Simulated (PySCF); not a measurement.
# Exercise with solution: oscillator strength and radiative lifetime

B(H)(NHMe)(OMe) (C₂H₈BNO), SMILES O(BNC)C.

Coordinates come from a PBE-D3(BJ)/def2-SVP optimisation. This is a generated structure with no PubChem entry under its InChIKey; it may be hypothetical. One conformer was computed; it need not be the lowest.

TDA-PBE/def2-SVPD (PySCF) puts the first singlet state with f over 0.02 at 7.00 eV (vertical), with the transition dipole (0.114, 0.943, 0.000) in atomic units.

### Question
Find the oscillator strength, the wavelength and the radiative lifetime that this transition would have in vacuum if emission retraced absorption.

### Answer

|μ|² = 0.9022 au, so |μ| = 2.41 D. ΔE = 7.00/27.211 = 0.2572 hartree. f = (2/3) ΔE |μ|² = 0.155 (the program prints 0.155).
λ = 1239.84/7.00 = 177 nm; ν = 56459 cm⁻¹.
Einstein's coefficient A = 0.6670 ν² f s⁻¹ (ν in cm⁻¹) = 3.3e8 s⁻¹, so τ = 1/A = 3.0 ns. This state is S4; the lower singlets have f = 0.006, 0.014, 0.000. The figure is the radiative limit of this one transition; relaxation, internal conversion, crossing to triplets and a medium change what is measured.
